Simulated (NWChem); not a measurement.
System: MnCl₂, sextet; SMILES [Cl][Mn][Cl]

NWChem printed, in part:

```
             Northwest Computational Chemistry Package (NWChem) 7.3.0
             --------------------------------------------------------

 C2V symmetry detected

                             Geometry "geometry" -> ""
                             -------------------------

 Output coordinates in angstroms (scale by  1.889725989 to convert to a.u.)

  No.       Tag          Charge          X              Y              Z
 ---- ---------------- ---------- -------------- -------------- --------------
    1 Mn                  25.0000     0.00000000     0.00000000     0.01225268
    2 Cl                  17.0000     2.19139400     0.00000000    -0.00900932
    3 Cl                  17.0000    -2.19139400     0.00000000    -0.00900932

 Effective nuclear repulsion energy (a.u.)     240.1419388044

      Symmetry information
      --------------------

 Group name             C2v
 Group number             16
 Group order               4
 No. of unique centers     2

                                 NWChem DFT Module
                                 -----------------

 Summary of "ao basis" -> "ao basis" (spherical)
 ------------------------------------------------------------------------------
       Tag                 Description            Shells   Functions and Types
 ---------------- ------------------------------  ------  ---------------------
 Mn                         def2-svp                11       31   5s3p2d1f
 Cl                         def2-svp                 8       18   4s3p1d

      Symmetry analysis of basis
      --------------------------

        a1         27
        a2          8
        b1         20
        b2         12

            General Information
            -------------------
          SCF calculation type: DFT
          Wavefunction type:  spin polarized.
          No. of atoms     :     3
          No. of electrons :    59
           Alpha electrons :    32
            Beta electrons :    27
          Charge           :     0
          Spin multiplicity:     6
          Use of symmetry is: on ; symmetry adaption is: on
          Maximum number of iterations: 150
          AO basis - number of functions:    67
                     number of shells:    27
          Convergence on energy requested:  1.00D-06
          Convergence on density requested:  1.00D-05
          Convergence on gradient requested:  5.00D-04

              XC Information
              --------------
                         B3LYP Method XC Potential
                     Hartree-Fock (Exact) Exchange  0.200
                        Slater Exchange Functional  0.800 local
                    Becke 1988 Exchange Functional  0.720 non-local
              Lee-Yang-Parr Correlation Functional  0.810
                  VWN I RPA Correlation Functional  0.190 local

             Grid Information
             ----------------
          Grid used for XC integration:  medium
          Radial quadrature: Mura-Knowles
          Angular quadrature: Lebedev.
          Tag              B.-S. Rad. Rad. Pts. Rad. Cut. Ang. Pts.
          ---              ---------- --------- --------- ---------
          Mn                  1.40      112           9.0       590
          Cl                  1.00       88          11.0       590
          Grid pruning is: on
          Number of quadrature shells:   200
          Spatial weights used:  Erf1

      Superposition of Atomic Density Guess
      -------------------------------------

 Sum of atomic energies:       -2068.12355675

      Non-variational initial energy
      ------------------------------

 Total energy =   -2067.440436
 1-e energy   =   -3333.471348
 2-e energy   =    1025.888973
 HOMO         =      -0.170360
 LUMO         =      -0.164047

   Symmetry analysis of molecular orbitals - initial alpha
   -------------------------------------------------------

  Numbering of irreducible representations:

     1 a1          2 a2          3 b1          4 b2

  Orbital symmetries:

     1 a1          2 b1          3 a1          4 a1          5 b1
     6 a1          7 b2          8 a1          9 b1         10 a1
    11 b1         12 a1         13 b2         14 b1         15 a2
    16 a1         17 b1         18 a1         19 b2         20 a1
    21 b1         22 a1         23 b1         24 a2         25 b1
    26 a1         27 b2         28 a1         29 b2         30 a1
    31 a2         32 b1         33 a1         34 a1         35 b2
    36 a1         37 b1         38 a1         39 b1         40 a2
    41 b1         42 a1

   Symmetry analysis of molecular orbitals - initial beta
   ------------------------------------------------------

  Numbering of irreducible representations:

     1 a1          2 a2          3 b1          4 b2

  Orbital symmetries:

     1 a1          2 b1          3 a1          4 a1          5 b1
     6 a1          7 b2          8 a1          9 b1         10 a1
    11 b1         12 a1         13 b2         14 b1         15 a2
    16 a1         17 b1         18 a1         19 b2         20 a1
    21 b1         22 a1         23 b1         24 a2         25 b1
    26 a1         27 b2         28 a1         29 b2         30 a1
    31 a2         32 b1         33 a1         34 a1         35 b2
    36 a1         37 b1         38 a1         39 b1         40 a2
    41 b1         42 a1

     ---------------------------------------------
      Total Density - Mulliken Population Analysis
     ---------------------------------------------

    Atom       Charge   Shell Charges
 -----------   ------   -------------------------------------------------------
    1 Mn  25    23.87   2.00  2.00  2.00  0.61  0.15  6.00  6.00  0.21  3.38  1.52  0.00
    2 Cl  17    17.57   2.00  1.99  1.23  0.72  5.94  2.20  3.48  0.01
    3 Cl  17    17.57   2.00  1.99  1.23  0.72  5.94  2.20  3.48  0.01

     --------------------------------------------
      Spin Density - Mulliken Population Analysis
     --------------------------------------------

    Atom       Charge   Shell Charges
 -----------   ------   -------------------------------------------------------
    1 Mn  25     4.87   0.00  0.00  0.00  0.25  0.16  0.00  0.00  0.00  3.18  1.29  0.00
    2 Cl  17     0.06   0.00  0.00  0.00 -0.01  0.00  0.03  0.03  0.01
    3 Cl  17     0.06   0.00  0.00  0.00 -0.01  0.00  0.03  0.03  0.01

   convergence    iter        energy       DeltaE   RMS-Dens  Diis-err
 ---------------- ----- ----------------- --------- --------- ---------
 d= 0,ls=0.0,diis     1  -2070.9666107004 -2.31D+03  1.89D-02  5.97D-01
                                                     3.31D-02  1.36D-01
 d= 0,ls=0.5,diis     2  -2063.5465511161  7.42D+00  6.41D-03  1.33D+01
                                                     7.55D-03  1.71D+01
 d= 0,ls=0.5,diis     3  -2066.4189733603 -2.87D+00  2.68D-03  8.04D+00
                                                     5.07D-03  1.18D+01

 !! scf_movecs_sym_adapt:    2 vectors were symmetry contaminated

  Symmetry fudging
 d= 0,ls=0.5,diis     4  -2067.7961728332 -1.38D+00  2.70D-03  5.48D+00
                                                     5.94D-03  8.26D+00
 d= 0,ls=0.5,diis     5  -2069.1403913461 -1.34D+00  3.02D-03  2.84D+00
                                                     5.31D-03  3.79D+00
 d= 0,ls=0.5,diis     6  -2069.8924283186 -7.52D-01  1.57D-03  1.44D+00
                                                     4.60D-03  1.51D+00
 d= 0,ls=0.5,diis     7  -2070.2566986295 -3.64D-01  1.06D-03  8.07D-01
                                                     6.74D-03  8.20D-01
 d= 0,ls=0.5,diis     8  -2070.6690992298 -4.12D-01  8.28D-04  2.29D-01
                                                     7.13D-03  4.44D-01
 d= 0,ls=0.5,diis     9  -2070.9650265621 -2.96D-01  3.08D-04  2.23D-03
                                                     4.98D-03  6.97D-02
 d= 0,ls=0.5,diis    10  -2071.0324176329 -6.74D-02  1.81D-04  1.15D-01
                                                     3.29D-03  3.66D-02
  Resetting Diis
 d= 0,ls=0.5,diis    11  -2071.0311671280  1.25D-03  1.21D-04  2.44D-01
                                                     2.06D-03  7.00D-02
 d= 0,ls=0.5,diis    12  -2071.0231211095  8.05D-03  7.81D-03  3.17D-01
                                                     5.87D-03  8.86D-02
 d= 0,ls=0.5,diis    13  -2071.0871121512 -6.40D-02  1.78D-03  1.16D-01
                                                     1.83D-03  8.32D-02
 d= 0,ls=0.5,diis    14  -2071.1252580581 -3.81D-02  7.26D-04  1.63D-02
                                                     1.29D-03  1.81D-02
 d= 0,ls=0.5,diis    15  -2071.1369745835 -1.17D-02  2.63D-04  1.03D-03
                                                     8.57D-04  3.90D-03
 d= 0,ls=0.5,diis    16  -2071.1409121589 -3.94D-03  2.62D-04  9.89D-05
                                                     6.66D-04  1.68D-03
 d= 0,ls=0.5,diis    17  -2071.1429759848 -2.06D-03  1.73D-04  1.42D-04
                                                     5.09D-04  9.12D-04
 d= 0,ls=0.5,diis    18  -2071.1440944886 -1.12D-03  8.54D-05  1.82D-04
                                                     3.64D-04  5.08D-04
 d= 0,ls=0.5,diis    19  -2071.1446887266 -5.94D-04  4.82D-05  1.09D-04
                                                     2.64D-04  2.60D-04
 d= 0,ls=0.5,diis    20  -2071.1450037823 -3.15D-04  3.03D-05  4.23D-05
                                                     1.91D-04  1.24D-04
 d= 0,ls=0.5,diis    21  -2071.1451620904 -1.58D-04  1.96D-05  1.71D-05
                                                     1.35D-04  5.89D-05
 d= 0,ls=0.5,diis    22  -2071.1452398204 -7.77D-05  1.07D-05  6.14D-06
                                                     9.42D-05  2.78D-05

 !! scf_movecs_sym_adapt:    2 vectors were symmetry contaminated

  Symmetry fudging
 d= 0,ls=0.5,diis    23  -2071.1452771343 -3.73D-05  7.44D-06  2.83D-06
                                                     6.59D-05  1.35D-05

 !! scf_movecs_sym_adapt:    2 vectors were symmetry contaminated

  Symmetry fudging
 d= 0,ls=0.5,diis    24  -2071.1452954144 -1.83D-05  4.27D-06  1.15D-06
                                                     4.62D-05  6.52D-06

 !! scf_movecs_sym_adapt:    2 vectors were symmetry contaminated

  Symmetry fudging
 d= 0,ls=0.5,diis    25  -2071.1453043438 -8.93D-06  2.44D-06  4.90D-07
                                                     3.24D-05  3.15D-06
 d= 0,ls=0.5,diis    26  -2071.1453086970 -4.35D-06  1.29D-06  2.15D-07
                                                     2.27D-05  1.53D-06

 !! scf_movecs_sym_adapt:    2 vectors were symmetry contaminated

  Symmetry fudging
 d= 0,ls=0.5,diis    27  -2071.1453108215 -2.12D-06  7.61D-07  9.95D-08
                                                     1.59D-05  7.42D-07

 !! scf_movecs_sym_adapt:    2 vectors were symmetry contaminated

  Symmetry fudging
 d= 0,ls=0.5,diis    28  -2071.1453118597 -1.04D-06  4.31D-07  4.26D-08
                                                     1.11D-05  3.59D-07
 d= 0,ls=0.5,diis    29  -2071.1453123648 -5.05D-07  2.57D-07  1.88D-08
                                                     7.75D-06  1.75D-07

         Total DFT energy =    -2071.145312611527
      One electron energy =    -3336.067973771406
           Coulomb energy =     1133.588465465498
    Exchange-Corr. energy =     -108.807743109988
 Nuclear repulsion energy =      240.141938804369

 Numeric. integr. density =       58.999999945184

                  Occupations of the irreducible representations
                  ----------------------------------------------

                     irrep           alpha         beta
                     --------     --------     --------
                     a1               14.0         12.0
                     a2                3.0          2.0
                     b1               10.0          9.0
                     b2                5.0          4.0

                    DFT Final Alpha Molecular Orbital Analysis
                    ------------------------------------------

 Vector   30  Occ=1.000000D+00  E=-3.151947D-01  Symmetry=a1
              MO Center=  9.7D-14,  3.6D-14,  1.5D-02, r^2= 5.6D+00
   Bfn.  Coefficient  Atom+Function         Bfn.  Coefficient  Atom+Function
  ----- ------------  ---------------      ----- ------------  ---------------
    44      0.440036  2 Cl pz                62      0.440036  3 Cl pz
    41      0.322434  2 Cl pz                59      0.322434  3 Cl pz
    38      0.189157  2 Cl pz                56      0.189157  3 Cl pz
    14      0.169509  1 Mn pz                11     -0.083888  1 Mn pz
     4      0.052049  1 Mn s                 19     -0.033039  1 Mn d  2

 Vector   31  Occ=1.000000D+00  E=-2.865893D-01  Symmetry=a2
              MO Center= -5.2D-14,  1.7D-14, -6.0D-03, r^2= 5.1D+00
   Bfn.  Coefficient  Atom+Function         Bfn.  Coefficient  Atom+Function
  ----- ------------  ---------------      ----- ------------  ---------------
    43      0.443286  2 Cl py                61     -0.443286  3 Cl py
    15     -0.363603  1 Mn d -2              40      0.315577  2 Cl py
    58     -0.315577  3 Cl py                37      0.184581  2 Cl py
    55     -0.184581  3 Cl py                20     -0.115462  1 Mn d -2

 Vector   32  Occ=1.000000D+00  E=-2.865857D-01  Symmetry=b1
              MO Center= -6.5D-14, -1.7D-14, -5.6D-03, r^2= 5.1D+00
   Bfn.  Coefficient  Atom+Function         Bfn.  Coefficient  Atom+Function
  ----- ------------  ---------------      ----- ------------  ---------------
    44      0.443171  2 Cl pz                62     -0.443171  3 Cl pz
    18      0.363641  1 Mn d  1              41      0.315493  2 Cl pz
    59     -0.315493  3 Cl pz                38      0.184532  2 Cl pz
    56     -0.184532  3 Cl pz                23      0.115482  1 Mn d  1

 Vector   33  Occ=0.000000D+00  E=-4.348595D-02  Symmetry=a1
              MO Center=  5.8D-15, -1.5D-15,  5.0D-02, r^2= 6.1D+00
   Bfn.  Coefficient  Atom+Function         Bfn.  Coefficient  Atom+Function
  ----- ------------  ---------------      ----- ------------  ---------------
     5      0.819006  1 Mn s                  4      0.387863  1 Mn s
    42      0.308907  2 Cl px                60     -0.308907  3 Cl px
    19      0.281051  1 Mn d  2              35     -0.279822  2 Cl s
    53     -0.279822  3 Cl s                  3     -0.246721  1 Mn s
    39      0.170203  2 Cl px                57     -0.170203  3 Cl px

 Vector   34  Occ=0.000000D+00  E= 1.358074D-02  Symmetry=b2
              MO Center= -6.0D-15, -5.9D-14,  1.1D-02, r^2= 3.3D+00
   Bfn.  Coefficient  Atom+Function         Bfn.  Coefficient  Atom+Function
  ----- ------------  ---------------      ----- ------------  ---------------
    13      1.072360  1 Mn py                10     -0.339629  1 Mn py
    43     -0.222055  2 Cl py                61     -0.222055  3 Cl py
    40     -0.124022  2 Cl py                58     -0.124022  3 Cl py
     7      0.103150  1 Mn py                37     -0.069056  2 Cl py
    55     -0.069056  3 Cl py                45     -0.046280  2 Cl d -2

 Vector   35  Occ=0.000000D+00  E= 1.363181D-02  Symmetry=a1
              MO Center= -6.7D-15,  3.8D-14, -2.6D-02, r^2= 3.3D+00
   Bfn.  Coefficient  Atom+Function         Bfn.  Coefficient  Atom+Function
  ----- ------------  ---------------      ----- ------------  ---------------
    14      1.071895  1 Mn pz                11     -0.339447  1 Mn pz
    44     -0.221831  2 Cl pz                62     -0.221831  3 Cl pz
    41     -0.123906  2 Cl pz                59     -0.123906  3 Cl pz
     8      0.103094  1 Mn pz                38     -0.068989  2 Cl pz
    56     -0.068989  3 Cl pz                 5     -0.051968  1 Mn s

                     DFT Final Beta Molecular Orbital Analysis
                     -----------------------------------------

[...]
```

Level: B3LYP/def2-SVP, spin-unrestricted. All runs use the structure optimised with B3LYP/6-31G* (spherical d), spin-unrestricted. No stability test was run on the SCF state.

Task: Reconstruct the input file.

Result: Several could match; the one computed here: the input that was run:
```
start job
memory heap 200 mb stack 900 mb global 1100 mb
geometry units angstroms noautoz
  Mn     0.000000     0.000000     0.011682
  Cl     2.191394     0.000000    -0.009580
  Cl    -2.191394     0.000000    -0.009580
end
basis spherical
  * library def2-svp
end
dft
  odft
  mult 6
  xc b3lyp
  iterations 150
  mulliken
end
task dft energy
```
